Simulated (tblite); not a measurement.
Species: C₈H₉FSi.
Numbering: `[CH:1]#[C:2][Si@@:3]([F:4])([C:5]#[C:6][CH3:7])[CH:8]1[CH2:9][CH2:10]1` (hydrogens: H11 on C1; H12, H13, H14 on C7; H15 on C8; H16, H17 on C9; H18, H19 on C10)

The geometry is computed with GFN2-xTB (gas phase).

What internal coordinates does the optimisation give?

```tsv
bond	length (Å)
C1≡C2	1.201
C2–Si3	1.851
Si3–F4	1.623
Si3–C5	1.842
C5≡C6	1.205
C6–C7	1.443
Si3–C8	1.879
C8–C9	1.505
C9–C10	1.491
C8–C10	1.504
C1–H11	1.052
C7–H12, C7–H13, C7–H14	1.090
C8–H15	1.085
C9–H16	1.080
C9–H17	1.080
C10–H18	1.080
C10–H19	1.080
```

Bonds in one row agree within 0.01 Å and their mean is given. A selection of angles:
```tsv
angle	degrees
C1–C2–Si3	179.6
C2–Si3–F4	106.9
C2–Si3–C5	110.4
C2–Si3–C8	111.5
F4–Si3–C5	108.1
F4–Si3–C8	107.6
C5–Si3–C8	112.2
Si3–C5–C6	178.1
C5–C6–C7	179.5
Si3–C8–C9	120.7
Si3–C8–C10	120.0
C9–C8–C10	59.4
C8–C9–C10	60.3
C8–C10–C9	60.4
```

Dihedral angles: C2–Si3–C8–C9 -139° (anticlinal); Si3–C8–C9–C10 109° (anticlinal); Si3–C8–C10–C9 -110° (anticlinal).

Si3 (fluorine-bound silicon) is tetrahedral (angles from 106.9° to 112.2°). The 3-membered ring C8–C9–C10 has internal angles of 59.4° to 60.4°. The C–C distances run from 1.201 Å (C1≡C2, drawn triple) to 1.505 Å (C8–C9, drawn single), a spread of 0.304 Å. The C–Si distances run from 1.842 Å (Si3–C5, drawn single) to 1.879 Å (Si3–C8, drawn single), a spread of 0.037 Å. Of the pairs four or more bonds apart, C5···H17 is among the closest relative to their van der Waals radii: 2.87 Å, 99 % of the sum of Bondi's values.

Point group: C1 (no symmetry element, even within 0.4 Å). GFN2-xTB frequencies show an imaginary mode (41i cm⁻¹), so the point is no minimum at that level.
